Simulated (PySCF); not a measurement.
Cr (chromium, neutral) across methods

[Ar] 3d6, high-spin 5D determinant (an excited configuration). Computed with PySCF 2.14 in aug-cc-pVTZ (8s7p5d3f2g, 93 functions), with no relativity, point nucleus.

```json
{"method": "LDA", "E (hartree)": "-1042.056", "mean ε 3p β (eV)": "-40.922", "mean ε 3d α (eV)": "-2.783", "mean ε 3d β (eV)": "-0.394", "Σ⟨r²⟩ (bohr²)": "43.25", "⟨S²⟩": "6.122"}
{"method": "r2SCAN", "E (hartree)": "-1044.269", "mean ε 3p β (eV)": "-41.981", "mean ε 3d α (eV)": "-3.337", "mean ε 3d β (eV)": "-0.482", "Σ⟨r²⟩ (bohr²)": "49.11", "⟨S²⟩": "6.290"}
{"method": "LC-wPBE", "E (hartree)": "-1044.107", "mean ε 3p β (eV)": "-45.269", "mean ε 3d α (eV)": "-6.127", "mean ε 3d β (eV)": "-2.725", "Σ⟨r²⟩ (bohr²)": "38.15", "⟨S²⟩": "6.094"}
{"method": "PBE0", "E (hartree)": "-1044.087", "mean ε 3p β (eV)": "-44.011", "mean ε 3d α (eV)": "-4.876", "mean ε 3d β (eV)": "-0.914", "Σ⟨r²⟩ (bohr²)": "49.13", "⟨S²⟩": "6.319"}
```

Q: Estimate the same row for PBE.

A: E (hartree) = -1044.076; mean ε 3p β (eV) = -40.973; mean ε 3d α (eV) = -2.750; mean ε 3d β (eV) = -0.464; Σ⟨r²⟩ (bohr²) = 45.04; ⟨S²⟩ = 6.154.

⟨S²⟩ = 6.12 against 6.00 shows spin contamination.
